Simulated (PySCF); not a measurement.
One of the candidates below gave these computed data.

All candidates are C7H9FO.

* NMR, other nuclei: isotropic shieldings of nuclei other than C and H, by class: 292 (1 O), 369 (1 F) ppm [GIAO PBE0/pcSseg-1]
* Triplet: lowest triplet excitation (Tamm–Dancoff): 2.83 eV [TDA PBE0/def2-SVPD]
* 1H NMR: chemical shifts (computed TMS as zero) by class: 6.02 (1 H), 6.00 (1 H), 5.79 (1 H), 5.70 (1 H), 5.31 (1 H), 4.27 (1 H), 3.61 (3 H) ppm [GIAO PBE0/pcSseg-1]
* UV, first state: lowest singlet excitation: 4.79 eV (259 nm, f = 0.059) [TDDFT PBE0/def2-SVPD]
* 13C NMR: chemical shifts (computed TMS as zero) by class: 151.6 (1 C), 150.3 (1 C), 117.7 (1 C), 117.6 (1 C), 97.1 (1 C), 87.9 (1 C), 58.8 (1 C) ppm [GIAO PBE0/pcSseg-1]
* Rotational structure: rotational constants A, B, C: 2.224, 1.428, 0.924 GHz [GFN2-xTB]

Electronic properties: PySCF, gas phase, density fitting. Levels stand in brackets. The structure is a single GFN2-xTB conformer in the gas phase; no vibrational or solvent corrections. NMR values are class means; diastereotopic atoms form classes of their own.

Question: Which candidate is it?
A. `C=C1C(=C)[C@@H](OC)[C@@H]1F`
B. `C=C[C@H]1CCC(F)=CO1`
C. `C=C1C(=C)[C@H](F)[C@@H]1OC`
D. `C=C/C=C(\CC)C(=O)F`
E. `C#C[C@@H]1CC[C@@]1(F)OC`

Answer: A. It is `C=C1C(=C)[C@@H](OC)[C@@H]1F`. Numbering: `[CH2:1]=[C:2]1[C:3](=[CH2:4])[C@@H:5]([O:6][CH3:7])[C@@H:8]1[F:9]`. Its formula, C7H9FO, gives 3 degrees of unsaturation: 1 ring and 2 π bonds in the structure found. 7 carbons fall into 7 classes; from least to most shielded: fully substituted alkene carbon [C2] (151.6 ppm), fully substituted alkene carbon [C3] (150.3 ppm), terminal =CH2 carbon [C1] (117.7 ppm), terminal =CH2 carbon [C4] (117.6 ppm), sp3 C–F carbon [C8] (97.1 ppm), ring sp3 carbon bound to oxygen [C5] (87.9 ppm), methoxy carbon [C7] (58.8 ppm). Hydrogen classes from least to most shielded: 1 H on a terminal =CH2 carbon, C1 (6.02 ppm), 1 H on a terminal =CH2 carbon, C4 (6.00 ppm), 1 H on a terminal =CH2 carbon, C1 (5.79 ppm), 1 H on a terminal =CH2 carbon, C4 (5.70 ppm), 1 H on an sp3 C–F carbon, C8 (5.31 ppm), 1 H on an sp3 carbon bound to oxygen, C5 (4.27 ppm), 3 H on a methoxy carbon, C7 (3.61 ppm). The other shieldings belong to: 292 ppm, ether oxygen [O6]; 369 ppm, alkyl fluorine [F9]. The optimised geometry has point group C1 and is an asymmetric top.

The others, at the same levels:
- `C=C[C@H]1CCC(F)=CO1` fails: its computed 13C shifts are 155.5 (1 C), 147.2 (1 C), 136.0 (1 C), 120.9 (1 C), 78.0 (1 C), 32.0 (1 C), 23.3 (1 C) ppm, 1H shifts are 6.87 (1 H), 6.63 (1 H), 5.47 (1 H), 5.42 (1 H), 4.63 (1 H), 2.58 (1 H), 2.24 (1 H), 2.05 (1 H), 1.64 (1 H) ppm and rotational constant A is 3.075 GHz (against 2.224 GHz).
- `C=C1C(=C)[C@H](F)[C@@H]1OC` fails: its computed 13C shifts are 155.1 (1 C), 154.3 (1 C), 118.6 (1 C), 118.1 (1 C), 93.8 (1 C), 82.4 (1 C), 60.1 (1 C) ppm, rotational constant A is 2.370 GHz (against 2.224 GHz) and smallest rotational constant is 0.976 GHz (against 0.924 GHz).
- `C#C[C@@H]1CC[C@@]1(F)OC` fails: its computed 13C shifts are 117.3 (1 C), 86.3 (1 C), 81.4 (1 C), 51.8 (1 C), 36.9 (1 C), 36.6 (1 C), 20.3 (1 C) ppm, 1H shifts are 3.60 (3 H), 3.21 (1 H), 2.57 (1 H), 2.38 (1 H), 2.05 (1 H), 1.87 (1 H), 1.85 (1 H) ppm and lowest singlet excitation is 6.52 eV (190 nm, f = 0.000) (against 4.79 eV).
- `C=C/C=C(\CC)C(=O)F` fails: its computed 13C shifts are 166.6 (1 C), 153.3 (1 C), 140.3 (1 C), 137.9 (1 C), 137.0 (1 C), 24.7 (1 C), 17.5 (1 C) ppm, 1H shifts are 7.60 (1 H), 7.10 (1 H), 6.13 (1 H), 6.10 (1 H), 2.59 (2 H), 1.06 (3 H) ppm and rotational constant A is 2.131 GHz (against 2.224 GHz).

Each candidate is one conformer, not necessarily the lowest. Dipoles, sizes and rotational constants follow the conformer. The torsions of the flexible species, by atom-mapped SMILES:
- `[CH2:1]=[C:2]1[C:3](=[CH2:4])[C@@H:5]([O:6][CH3:7])[C@@H:8]1[F:9]`: C3–C5–O6–C7 180°
- `[CH2:1]=[C:2]1[C:3](=[CH2:4])[C@H:5]([F:6])[C@@H:7]1[O:8][CH3:9]`: C5–C7–O8–C9 78°
- `[CH:1]#[C:2][C@@H:3]1[CH2:4][CH2:5][C@@:6]1([F:7])[O:8][CH3:9]`: C5–C6–O8–C9 174°
- `[CH2:1]=[CH:2]/[CH:3]=[C:4](\[CH2:5][CH3:6])[C:7](=[O:8])[F:9]`: C1–C2–C3–C4 -178°, C3–C4–C5–C6 85°, C3–C4–C7–O8 180°

The conformers of `C=C[C@H]1CCC(F)=CO1` aren't listed.
